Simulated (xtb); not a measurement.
Input for xtb: GFN2-xTB on ClHOPb (SMILES [OH][Pb][Cl]), a point of a torsion scan.

```
$ xtb mol.xyz --gfn 2 --opt vtight --chrg 0 --uhf 0 --input xcontrol
4

O     -1.34580791     0.18524518    -0.12408381
Pb     0.47545590     0.90257527    -0.55202223
Cl     2.11806276    -0.43929497    -1.56731887
H     -1.48304903    -0.58087053     0.48361512
$constrain
  force constant=1.0
  dihedral: 4,1,2,3,60.0
$end
```

Output:

```
[...]
           -------------------------------------------------
          |                Calculation Setup                |
           -------------------------------------------------



           -------------------------------------------------
          |                 G F N 2 - x T B                 |
           -------------------------------------------------

        Reference                      10.1021/acs.jctc.8b01176
      * Hamiltonian:
        H0-scaling (s, p, d)           1.850000    2.230000    2.230000
        zeta-weighting                 0.500000
      * Dispersion:
        s8                             2.700000
        a1                             0.520000
        a2                             5.000000
        s9                             5.000000
      * Repulsion:
        kExp                           1.500000    1.000000
        rExp                           1.000000
      * Coulomb:
        alpha                          2.000000
        third order                    shell-resolved
        anisotropic                    true
        a3                             3.000000
        a5                             4.000000
        cn-shift                       1.200000
        cn-exp                         4.000000
        max-rad                        5.000000


          ...................................................
          :                      SETUP                      :
          :.................................................:
          :  # basis functions                  19          :
          :  # atomic orbitals                  18          :
          :  # shells                            8          :
          :  # electrons                        18          :
          :  max. iterations                   250          :
          :  Hamiltonian                  GFN2-xTB          :
          :  restarted?                      false          :
          :  GBSA solvation                  false          :
          :  PC potential                    false          :
          :  electronic temp.          300.0000000     K    :
          :  accuracy                    1.0000000          :
          :  -> integral cutoff          0.2500000E+02      :
          :  -> integral neglect         0.1000000E-07      :
          :  -> SCF convergence          0.1000000E-05 Eh   :
          :  -> wf. convergence          0.1000000E-03 e    :
          :  Broyden damping             0.4000000          :
          :  net charge                          0          :
          :  unpaired electrons                  0          :
          ...................................................

 iter      E             dE          RMSdq      gap      omega  full diag
   1    -11.4409624 -0.114410E+02  0.835E+00    4.68       0.0  T
   2    -11.4695950 -0.286327E-01  0.476E+00    3.42       1.0  T
   3    -11.4703721 -0.777043E-03  0.213E+00    3.24       1.0  T
   4    -11.4704506 -0.784668E-04  0.550E-01    3.27       1.0  T
   5    -11.4704703 -0.197072E-04  0.130E-01    3.28       1.0  T
   6    -11.4704835 -0.132139E-04  0.662E-02    3.28       1.0  T
   7    -11.4704881 -0.460177E-05  0.440E-02    3.27       1.1  T
   8    -11.4704896 -0.156818E-05  0.168E-02    3.27       3.0  T
   9    -11.4704898 -0.147080E-06  0.105E-02    3.27       4.8  T
  10    -11.4704898 -0.215714E-07  0.102E-03    3.27      49.0  T
  11    -11.4704898 -0.403681E-09  0.512E-04    3.27      97.7  T
  12    -11.4704898 -0.916742E-10  0.281E-04    3.27     177.9  T

   *** convergence criteria satisfied after 12 iterations ***

         #    Occupation            Energy/Eh            Energy/eV
      -------------------------------------------------------------
         1        2.0000           -1.0319339             -28.0804
       ...           ...                  ...                  ...
         3        2.0000           -0.6477322             -17.6257
         4        2.0000           -0.5223730             -14.2145
         5        2.0000           -0.4459474             -12.1348
         6        2.0000           -0.4381721             -11.9233
         7        2.0000           -0.4234627             -11.5230
         8        2.0000           -0.4162501             -11.3267
         9        2.0000           -0.4025894             -10.9550 (HOMO)
        10                         -0.2822628              -7.6808 (LUMO)
        11                         -0.1825387              -4.9671
        12                         -0.0150704              -0.4101
        13                          0.0506424               1.3780
        14                          0.0507998               1.3823
       ...                                ...                  ...
        18                          0.1806886               4.9168
      -------------------------------------------------------------
                  HL-Gap            0.1203266 Eh            3.2743 eV
             Fermi-
[...]
    Energy/eV
      -------------------------------------------------------------
         1        2.0000           -1.0121349             -27.5416
       ...           ...                  ...                  ...
         3        2.0000           -0.6481154             -17.6361
         4        2.0000           -0.5187091             -14.1148
         5        2.0000           -0.4368773             -11.8880
         6        2.0000           -0.4347397             -11.8299
         7        2.0000           -0.4054542             -11.0330
         8        2.0000           -0.3981884             -10.8353
         9        2.0000           -0.3949254             -10.7465 (HOMO)
        10                         -0.2801702              -7.6238 (LUMO)
        11                         -0.1539440              -4.1890
        12                         -0.0999414              -2.7195
        13                          0.0724897               1.9725
        14                          0.0731113               1.9895
       ...                                ...                  ...
        18                          0.2445310               6.6540
      -------------------------------------------------------------
                  HL-Gap            0.1147552 Eh            3.1226 eV
             Fermi-level           -0.3375478 Eh           -9.1851 eV

 SCC (total)                   0 d,  0 h,  0 min,  0.003 sec
 SCC setup                      ...        0 min,  0.000 sec (  4.838%)
 Dispersion                     ...        0 min,  0.000 sec (  0.861%)
 classical contributions        ...        0 min,  0.000 sec (  0.295%)
 integral evaluation            ...        0 min,  0.001 sec ( 25.744%)
 iterations                     ...        0 min,  0.001 sec ( 30.010%)
 molecular gradient             ...        0 min,  0.001 sec ( 34.190%)
 printout                       ...        0 min,  0.000 sec (  3.425%)

         :::::::::::::::::::::::::::::::::::::::::::::::::::::
         ::                     SUMMARY                     ::
         :::::::::::::::::::::::::::::::::::::::::::::::::::::
         :: total energy             -11.471479626795 Eh    ::
         :: gradient norm              0.000095578019 Eh/a0 ::
         :: HOMO-LUMO gap              3.122646660273 eV    ::
         ::.................................................::
         :: SCC energy               -11.491161940374 Eh    ::
         :: -> isotropic ES            0.087721594112 Eh    ::
         :: -> anisotropic ES          0.001941765903 Eh    ::
         :: -> anisotropic XC          0.000061301061 Eh    ::
         :: -> dispersion             -0.002069086597 Eh    ::
         :: repulsion energy           0.019677657165 Eh    ::
         :: add. restraining           0.000004656413 Eh    ::
         :: total charge               0.000000000000 e     ::
         :::::::::::::::::::::::::::::::::::::::::::::::::::::

           -------------------------------------------------
          |                Property Printout                |
           -------------------------------------------------

    * Orbital Energies and Occupations

         #    Occupation            Energy/Eh            Energy/eV
      -------------------------------------------------------------
         1        2.0000           -1.0121349             -27.5416
         2        2.0000           -0.8785747             -23.9072
         3        2.0000           -0.6481154             -17.6361
         4        2.0000           -0.5187091             -14.1148
         5        2.0000           -0.4368773             -11.8880
         6        2.0000           -0.4347397             -11.8299
         7        2.0000           -0.4054542             -11.0330
         8        2.0000           -0.3981884             -10.8353
         9        2.0000           -0.3949254             -10.7465 (HOMO)
        10                         -0.2801702              -7.6238 (LUMO)
        11                         -0.1539440              -4.1890
        12                         -0.0999414              -2.7195
        13                          0.0724897               1.9725
        14                          0.0731113               1.9895
        15                          0.0738510               2.0096
        16                          0.0749952               2.0407
        17                          0.0848347               2.3085
        18                          0.2445310               6.6540
      -------------------------------------------------------------
                  HL-Gap            0.1147552 Eh            3.1226 eV
             Fermi-level           -0.3375478 Eh           -9.1851 eV

     #   Z          covCN         q      C6AA      α(0)
     1   8 O        1.625    -0.650    26.417     6.937
     2  82 Pb       1.658     0.818   421.495    42.928
     3  17 Cl       0.839    -0.463   114.327    16.357
     4   1 H        0.806     0.295     0.737     1.349

 Mol. C6AA /au·bohr⁶  :       1356.067073
 Mol. C8AA /au·bohr⁸  :     122998.429580
 Mol. α(0) /au        :         67.570963


Wiberg/Mayer (AO) data.
largest (>0.10) Wiberg bond orders for each atom

 ---------------------------------------------------------------------------
     #   Z sym  total        # sym  WBO       # sym  WBO       # sym  WBO
 ---------------------------------------------------------------------------
     1   8 O    1.962 --     2 Pb   1.011     4 H    0.877
     2  82 Pb   1.896 --     1 O    1.011     3 Cl   0.851
     3  17 Cl   0.926 --     2 Pb   0.851
     4   1 H    0.913 --     1 O    0.877
 ---------------------------------------------------------------------------
Note: The following floating-point exceptions are signalling: IEEE_UNDERFLOW_FLAG IEEE_DENORMAL
normal termination of xtb

Topologies differ in total number of bonds
Writing topology from bond orders to xtbtopo.mol

molecular dipole:
                 x           y           z       tot (Debye)
 q only:       -0.658       1.862       0.681
   full:       -0.773       1.925       0.793       5.644
molecular quadrupole (traceless):
                xx          xy          yy          xz          yz          zz
 q only:       -6.893       6.689       8.419       5.549      -5.405      -1.526
  q+dip:       -7.984       7.182       9.840       6.018      -5.539      -1.857
   full:       -7.916       7.315       9.168       6.528      -5.668      -1.252

           -------------------------------------------------
          |                Geometry Summary                 |
           -------------------------------------------------

      molecular mass/u    :      259.6771913
   center of mass at/Å    :        0.5713329       0.8557918      -0.6870209
  moments of inertia/u·Å² :        0.5985386E+02   0.2059203E+03   0.2656811E+03
rotational constants/cm⁻¹ :        0.2816465E+00   0.8186483E-01   0.6345063E-01

 * 2 selected distances

     #   Z          #   Z                                           value/Å
     1   8 O        2  82 Pb                                      2.0048313 (max)
     1   8 O        4   1 H                                       0.9510795 (min)

 * 2 distinct bonds (by element types)

   Z      Z             #   av. dist./Å        max./Å        min./Å
   1 H    8 O           1     0.9510795     0.9510795     0.9510795
   8 O   82 Pb          1     2.0048313     2.0048313     2.0048313


optimized geometry written to: xtbopt.xyz


           -------------------------------------------------
          | TOTAL ENERGY              -11.471479626795 Eh   |
          | GRADIENT NORM               0.000095578019 Eh/α |
          | HOMO-LUMO GAP               3.122646660273 eV   |
           -------------------------------------------------

------------------------------------------------------------------------
------------------------------------------------------------------------
 total:
 SCF:
 ANC optimizer:
```

The run finished.

Warnings raised: the energy holds the restraint's term.

Cost: roughly 0.13 core-seconds.
